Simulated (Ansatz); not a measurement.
```yaml
crystal:
  periodic: [false, false, false]
  atoms:
    - {symbol: C, position_ang: [-0.688344, -1.309944, -1.426706]}
    - {symbol: N, position_ang: [-0.532582, -0.376439, -0.370181]}
    - {symbol: Mo, position_ang: [0.165588, 1.045963, 0.302838]}
    - {symbol: N, position_ang: [0.955061, 0.485479, 1.968509]}
    - {symbol: O, position_ang: [1.336996, 1.647854, -0.739880]}
    - {symbol: Cl, position_ang: [-1.497806, 2.586014, 0.609070]}
    - {symbol: H, position_ang: [0.008108, -1.113452, -2.249198]}
    - {symbol: H, position_ang: [-1.712973, -1.267154, -1.810306]}
    - {symbol: H, position_ang: [-0.515542, -2.324063, -1.051288]}
    - {symbol: H, position_ang: [1.733739, 0.979653, 2.381098]}
    - {symbol: H, position_ang: [0.813254, -0.410912, 2.406744]}
basis:
  gaussian: {orbitals: STO-3G, nuclear_model: gaussian}
total_charge: -1
magnetization: {spin_polarized: true, initial_magnetization: 1}
hamiltonian: {xc: {name: PBE-QIDH}}
output: {forces: true}
```

```sh
$ ansatz run in.yaml --threads 2 --pin off --events-out ev --progress --plain --max-ram 22528MiB --backend cpu
```

Output, abridged:

```
Functional definition: PBE-QIDH
786 factors; integrals over basis functions are off by at most 3.1e-4 eV
mean field evaluation 1: about -125561.5268 eV, gradient 3.1e1 eV
mean field evaluation 2: about -125561.6330 eV, gradient 3.1e1 eV
mean field evaluation 4: about -125567.1049 eV, gradient 5.4e0 eV
mean field evaluation 8: about -125567.3062 eV, gradient 3.4e-1 eV
mean field evaluation 16: about -125567.3427 eV, gradient 2.2e-2 eV
mean field evaluation 32: about -125567.3428 eV, gradient 6.7e-5 eV
mean field -125567.34276120 eV, -4614.5147338721 hartree, gradient 9.7e-6 eV, S^2 0.787359; 4 other end points of the search recorded, 0 dependent functions left out
23 core orbitals not correlated: weight in the atoms' cores, before any rotation towards them, 0.999 or more for the frozen orbitals, at most 0.000 for the correlated occupied ones
reference -125567.34276940 eV, -4614.5147341736 hartree; 24, 23 occupied and 14, 15 virtual orbitals, 786 factors
second order -14.54916871 eV of doubles, -0.00000000 eV of singles
Total energy: -125572.19249230 eV, -4614.6929582031 hartree
Atom 0 at    -0.688344    -1.309944    -1.426706 Å, force    -0.095087    -0.419626    -0.249204 eV/Å
Atom 1 at    -0.532582    -0.376439    -0.370181 Å, force    -0.314400     1.475730     1.936390 eV/Å
Atom 2 at     0.165588     1.045963     0.302838 Å, force     0.598080    -1.252558    -3.889898 eV/Å
Atom 3 at     0.955061     0.485479     1.968509 Å, force    -0.034671     0.751372     0.483863 eV/Å
Atom 4 at     1.336996     1.647854    -0.739880 Å, force    -0.079065     0.227976     1.005774 eV/Å
Atom 5 at    -1.497806     2.586014     0.609070 Å, force    -1.058487     1.207472     0.542503 eV/Å
Atom 6 at     0.008108    -1.113452    -2.249198 Å, force     0.131840    -0.319514    -0.656392 eV/Å
Atom 7 at    -1.712973    -1.267154    -1.810306 Å, force    -0.325232    -0.209520    -0.476435 eV/Å
Atom 8 at    -0.515542    -2.324063    -1.051288 Å, force     0.075315    -0.639310    -0.255523 eV/Å
Atom 9 at     1.733739     0.979653     2.381098 Å, force     0.821088     0.257177     1.001113 eV/Å
Atom 10 at     0.813254    -0.410912     2.406744 Å, force     0.280619    -1.079198     0.557809 eV/Å
Dipole moment:     0.417654    -0.433395    -0.069124 e Å
```

Hardware: 2 threads of an AMD EPYC 7R13 on a shared host. Wall time 12 s, peak host memory 0.6 GiB.
